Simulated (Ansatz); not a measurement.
Sn2O6H4 (the lowest singlet isomer of a short search), 12 atoms. Hardware: 4 threads of Arm Neoverse V2 on a shared host.

In the def2 sets Sn takes a core potential; there is no spin–orbit coupling. Correlated methods freeze 14 core orbitals; core or outer-core shells of Sn are correlated, in sets that lack core-valence functions.

(1) How many basis functions does each of these Ansatz runs have, and roughly what does it cost? HF/STO-3G, charge 0 singlet, energy; r2SCAN0-D4/def2-TZVP, charge 0 singlet, energy, from earlier orbitals; r2SCAN-D4/def2-TZVP, charge 0 triplet at the geometry of the charge 0 singlet, energy, from earlier orbitals; MP2/def2-TZVP, charge 0 singlet, energy, from earlier orbitals; RPA@PBE/def2-TZVP, charge 0 singlet, energy, from earlier orbitals; PBE0-D4/def2-SVP, charge 0 singlet, energy, from earlier orbitals; PBE-D4/def2-SVP, charge 0 singlet, energy, from earlier orbitals; r2SCAN-D4/def2-TZVP, charge 0 singlet, energy and forces, from earlier orbitals; PBE0-D4/def2-TZVP, charge 0 singlet, energy, from earlier orbitals; LC-ωPBE/def2-TZVP, charge 0 singlet, energy, from earlier orbitals; PBE-D4/def2-TZVPD, charge -1 doublet at the geometry of the charge 0 singlet, energy, from earlier orbitals; CCSD(T)/def2-SVP, charge 0 singlet, energy, from earlier orbitals.

Results:

(1) Other jobs shared the machine, so times can vary by a factor of up to 3. A dash marks memory too small to be measured apart from the calling script's.

```
                                                                                                         run  functions  fitting or Cholesky vectors  wall time  peak host memory (GiB)
                                                                         HF/STO-3G, charge 0 singlet, energy         88                         1249      1.1 s                       –
                                            PBE-D4/def2-SVP, charge 0 singlet, energy, from earlier orbitals        156                         1672      1.9 s                       –
                                           PBE0-D4/def2-SVP, charge 0 singlet, energy, from earlier orbitals        156                         1666      2.8 s                       –
                                          LC-ωPBE/def2-TZVP, charge 0 singlet, energy, from earlier orbitals        310                         1858      5.5 s                    0.88
                             r2SCAN-D4/def2-TZVP, charge 0 singlet, energy and forces, from earlier orbitals        310                         1858        9 s                       –
                                          PBE0-D4/def2-TZVP, charge 0 singlet, energy, from earlier orbitals        310                         2004       10 s                     1.4
                                              MP2/def2-TZVP, charge 0 singlet, energy, from earlier orbitals        310                         2390       11 s                     1.3
                                       r2SCAN0-D4/def2-TZVP, charge 0 singlet, energy, from earlier orbitals        310                         2004       11 s                     1.4
                                          RPA@PBE/def2-TZVP, charge 0 singlet, energy, from earlier orbitals        310                         2390       17 s                     1.3
 PBE-D4/def2-TZVPD, charge -1 doublet at the geometry of the charge 0 singlet, energy, from earlier orbitals        388                         2116       17 s                     1.1
r2SCAN-D4/def2-TZVP, charge 0 triplet at the geometry of the charge 0 singlet, energy, from earlier orbitals        310                         1858       23 s                    0.79
                                           CCSD(T)/def2-SVP, charge 0 singlet, energy, from earlier orbitals        156                         1666      100 s                       2
```
